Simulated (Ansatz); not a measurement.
Basis-set extrapolation for C2H4BF2P (`C=C(F)B(F)P`) (PBE0-D4/def2-TZVP geometry, frozen core, the Gaussian-basis code of Ansatz). Multiplicity 1, RHF reference.

|  | def2-TZVPP | def2-QZVPP |
| --- | --- | --- |
| HF | -642.539893 | -642.562629 |
| MP2 correlation | -1.055757 | -1.142901 |
| CCSD(T) correlation | -1.139288 | not run |

Energies in hartree. Use E(X) = E(∞) + A·exp(−7.88·√X) for Hartree–Fock and E(X) = E(∞) + B·X^(−2.97) for correlation, with X = 3 and 4, and add CCSD(T) minus MP2 of the smaller set to the MP2 limit.

What is the CCSD(T) energy at the basis-set limit?

HF limit: -642.562629 + (-0.022736) × 0.13774 = -642.56576. MP2 limit: -1.142901 + (-0.087144) × 0.74074 = -1.20745. Higher-order term: -1.139288 − (-1.055757) = -0.08353. Total: -643.85674 hartree, 4.83 eV below CCSD(T)/def2-TZVPP.
